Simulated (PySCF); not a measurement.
Field gradients from PBE0/pcSseg-1 densities (PySCF, non-relativistic) at PBE0-D3(BJ)/def2-SVP geometries, isolated species, one conformer each; χzz is the principal value of largest magnitude, with Q(14N) = 0.02044 b, Q(17O) = −0.0256 b. Where η is near 1, a small change in the tensor can flip the sign of χzz. The basis is small and wasn't made for field gradients, so the couplings can be 20 % off.

(1) Rank these 14N sites by the size of the quadrupole coupling, smallest first.
A. The isocyanate nitrogen of `O=C=Nc1ccccc1`
B. N5 (pyrrole-type nitrogen) in `[cH:1]1[cH:2][cH:3][c:4]2[nH:5][n:6][cH:7][c:8]2[cH:9]1`
C. The pyridine-type nitrogen of `c1cc2ccoc2cn1`
D. The pyridine-type nitrogen of `c1ccc2oncc2c1`
E. N8 (amide nitrogen) in `[N:1]#[C:2][C@@:3]1([F:4])[CH2:5][CH2:6][CH2:7][NH:8][C:9]1=[O:10]`

(2) Rank these 17O sites by the size of the quadrupole coupling, smallest first.
A. The ring oxygen of `c1ccc2oncc2c1`
B. The amide oxygen of `N#C[C@@]1(F)CCCNC1=O`
C. The oxygen bonded to C of `O=C=Nc1ccccc1`
D. The furan-type oxygen of `c1cc2ccoc2cn1`
E. The cyclic ether oxygen of `CB(C)[C@@H]1CCCOCC1`
F. The boron-bound oxygen of `OB(O)F`

## Answers

(1) A (3.266 MHz), B (4.318 MHz), E (4.637 MHz), C (5.405 MHz), D (6.149 MHz).

(2) C (4.240 MHz), F (8.509 MHz), D (9.275 MHz), B (9.750 MHz), A (11.45 MHz), E (12.25 MHz).

All sites together:

| nucleus | site | Vzz (au) | η | χzz (MHz) |
| --- | --- | --- | --- | --- |
| 14N | N5 (pyrrole-type nitrogen) in [cH:1]1[cH:2][cH:3][c:4]2[nH:5][n:6][cH:7][c:8]2[cH:9]1 | -0.899 | 0.35 | -4.318 |
| 14N | N8 (amide nitrogen) in [N:1]#[C:2][C@@:3]1([F:4])[CH2:5][CH2:6][CH2:7][NH:8][C:9]1=[O:10] | -0.965 | 0.10 | -4.637 |
| 14N | the pyridine-type nitrogen of c1cc2ccoc2cn1 | -1.125 | 0.27 | -5.405 |
| 14N | the isocyanate nitrogen of O=C=Nc1ccccc1 | 0.680 | 0.16 | 3.266 |
| 14N | the pyridine-type nitrogen of c1ccc2oncc2c1 | -1.280 | 0.79 | -6.149 |
| 17O | the amide oxygen of N#C[C@@]1(F)CCCNC1=O | -1.621 | 0.05 | 9.750 |
| 17O | the furan-type oxygen of c1cc2ccoc2cn1 | 1.542 | 0.25 | -9.275 |
| 17O | the ring oxygen of c1ccc2oncc2c1 | 1.904 | 0.35 | -11.45 |
| 17O | the cyclic ether oxygen of CB(C)[C@@H]1CCCOCC1 | 2.036 | 0.91 | -12.25 |
| 17O | the oxygen bonded to C of O=C=Nc1ccccc1 | 0.705 | 0.37 | -4.240 |
| 17O | the boron-bound oxygen of OB(O)F | 1.415 | 0.30 | -8.509 |
